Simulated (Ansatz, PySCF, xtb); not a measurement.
System: H3P (cation, charge +1), doublet: umbrella (inversion) coordinate, bond length relaxed. Scanned: angle between the P-H bonds and the threefold axis (90 = planar). Other coordinates (P-H bond length) were minimised at PBE0/def2-TZVP.

- GFN1-xTB (xtb)
- UHF/3-21G = unrestricted Hartree-Fock/3-21G in PySCF
- UKS-B3LYP/3-21G = PySCF with unrestricted B3LYP/3-21G
- FCI/cc-pVDZ = full CI/cc-pVDZ, frozen core run with Ansatz (a first-principles code)

Energies relative to the lowest point of each profile, in kJ/mol; the last columns give the difference from FCI:

| a / ° | GFN1-xTB | UHF/3-21G | UKS-B3LYP/3-21G | FCI/cc-pVDZ | GFN1-xTB − FCI/cc-pVDZ | UHF/3-21G − FCI/cc-pVDZ | UKS-B3LYP/3-21G − FCI/cc-pVDZ |
|---|---|---|---|---|---|---|---|
| 92.60 | 16.1 | 5.7 | 4.9 | 11.1 | 5.1 | -5.3 | -6.1 |
| 95.86 | 12.7 | 3.8 | 3.3 | 8.2 | 4.5 | -4.4 | -4.8 |
| 98.56 | 8.8 | 1.8 | 1.6 | 5.0 | 3.8 | -3.1 | -3.3 |
| 102 | 3.9 | 0.0 | 0.0 | 1.4 | 2.5 | -1.4 | -1.4 |
| 105.37 | 0.6 | 0.5 | 0.2 | 0.0 | 0.6 | 0.5 | 0.2 |
| 107.73 | 0.0 | 2.9 | 2.2 | 1.2 | -1.2 | 1.7 | 1.0 |
| 110.62 | 1.7 | 9.0 | 7.2 | 5.7 | -4.0 | 3.3 | 1.5 |
| 113.75 | 7.3 | 20.2 | 16.8 | 15.2 | -7.9 | 5.1 | 1.6 |
| 117.60 | 20.4 | 41.7 | 35.3 | 34.3 | -13.9 | 7.4 | 1.0 |
| 120.19 | 33.5 | 61.6 | 52.6 | 52.2 | -18.7 | 9.4 | 0.4 |
| 123.38 | 55.0 | 92.7 | 80.2 | 80.3 | -25.3 | 12.4 | -0.1 |
| 125.74 | 75.0 | 121.1 | 105.5 | 105.5 | -30.4 | 15.6 | 0.0 |
| 128.82 | 107.1 | 165.8 | 145.8 | 144.3 | -37.2 | 21.6 | 1.5 |
| 132 | 148.0 | 222.5 | 197.1 | 191.7 | -43.6 | 30.9 | 5.5 |

GFN1-xTB is furthest from FCI/cc-pVDZ at 132 (-43.6 kJ/mol, below); its mean absolute difference over the points is 14.2 kJ/mol.

UHF/3-21G is furthest from FCI/cc-pVDZ at 132 (30.9 kJ/mol, above); its mean absolute difference over the points is 8.7 kJ/mol.

UKS-B3LYP/3-21G is furthest from FCI/cc-pVDZ at 92.60 (-6.1 kJ/mol, below); its mean absolute difference over the points is 2.0 kJ/mol.

The scan ran from 90.0 to 132.0; beyond the range shown the relaxed coordinates jump or full CI changes its symmetry label.
